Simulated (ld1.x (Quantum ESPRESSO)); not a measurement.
u(r) = r·R(r): atom against pseudo-atom (Mg (Z = 12))

Columns: radius, all-electron u(r) and pseudo u(r) of the 3p shell (level -7.16 eV) of magnesium in the configuration [Ne] 3s1 3p0; LDA (PZ), scalar-relativistic, TM scheme, ld1.x (Quantum ESPRESSO) 7.5.

| r (bohr) | all-electron | pseudo |
| --- | --- | --- |
| 0.128 | 0.0952 | -0.0030 |
| 0.255 | 0.1940 | -0.0118 |
| 0.382 | 0.2294 | -0.0263 |
| 0.510 | 0.2129 | -0.0464 |
| 0.638 | 0.1644 | -0.0716 |
| 0.765 | 0.0995 | -0.1010 |
| 0.893 | 0.0266 | -0.1347 |
| 1.020 | -0.0473 | -0.1713 |
| 1.148 | -0.1199 | -0.2106 |
| 1.275 | -0.1879 | -0.2513 |
| 1.402 | -0.2508 | -0.2926 |
| 1.530 | -0.3082 | -0.3341 |
| 1.658 | -0.3596 | -0.3742 |
| 1.785 | -0.4044 | -0.4120 |
| 1.912 | -0.4432 | -0.4466 |
| 2.040 | -0.4766 | -0.4778 |
| 2.168 | -0.5042 | -0.5046 |
| 2.295 | -0.5264 | -0.5265 |
| 2.422 | -0.5436 | -0.5436 |
| 2.550 | -0.5563 | -0.5563 |
| 2.678 | -0.5646 | -0.5646 |
| 2.805 | -0.5689 | -0.5689 |
| 2.932 | -0.5697 | -0.5697 |
| 3.060 | -0.5673 | -0.5673 |
| 3.188 | -0.5620 | -0.5620 |
| 3.315 | -0.5542 | -0.5542 |

How many radial nodes do the two functions have?

The all-electron 3p function has n − l − 1 = 1; the pseudo-wave has 0, since the states of the same l below it are removed with the core.

At about which radius was the pseudo-wave matched?

2.55 bohr. The columns agree to 0.0005 from 2.17 bohr on; several derivatives are matched, so the curves merge somewhat inside the radius.

Where does each function peak?

Outermost all-electron maximum near 2.93 bohr, pseudo maximum near 2.93 bohr (to the table’s step).

Is the pseudo-wave norm-conserving?

Yes: the TM scheme keeps the norm inside the radius equal to the all-electron one, which fixes the energy derivative of the logarithmic derivative at the level.
